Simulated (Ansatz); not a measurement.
The first iterations of a band of BF2H2N + BrH (8 atoms, charge 0, multiplicity 1).

These are results of RKS PBE/def2-SVP (Ansatz), not measurements.

```json
{
  "movable images": "8",
  "climbing image": "no",
  "spring": "5.0 eV/Å²",
  "optimiser": "quadratic models (default)",
  "start path": "through a guess of the saddle point",
  "force threshold": "0.05 eV/Å",
  "iteration limit": "60",
  "end points": "relaxed"
}
```

Initial state:

```xyz
8
Properties=species:S:1:pos:R:3
B 0.050 -0.411 0.183
N 0.008 -0.084 1.564
H -0.833 -0.249 2.119
H 0.864 -0.033 2.118
F 1.206 -0.406 -0.483
F -1.072 -0.697 -0.482
Br -0.426 3.332 1.499
H -0.242 1.881 1.469
```

Final state:

```xyz
8
Properties=species:S:1:pos:R:3
B -0.006 0.495 0.181
N -0.128 0.152 1.802
H -0.276 -0.858 1.961
H 0.734 0.447 2.286
F 1.095 -0.194 -0.255
F -1.197 0.094 -0.365
Br 0.249 2.519 0.165
H -0.915 0.678 2.211
```

| iteration | highest image above the first end (eV) | largest band force component (eV/Å) |
| --- | --- | --- |
| 1 | 2.688 | 7.438 |
| 2 | 1.126 | 2.404 |
| 3 | 0.640 | 2.463 |
| 4 | 0.506 | 0.897 |
| 5 | 0.455 | 0.750 |

Task: Does the band converge within its limit, and where does its top end?

Result: It converged. It ended after 15 iterations with the highest image 0.359 eV above the first end. Beside the main top the profile has a ripple of under 15 meV (maxima at images 3, 6), which may be a very shallow well or noise. No image climbed, so the highest image needn't sit at the top of the path. The orbitals stay closed-shell, which can raise the energy where a bond breaks towards radicals; this wasn't checked here.

Time of the run: 3.8 min on 2 threads of Arm Neoverse V1, with other jobs on the host, peak memory 0.15 GiB.
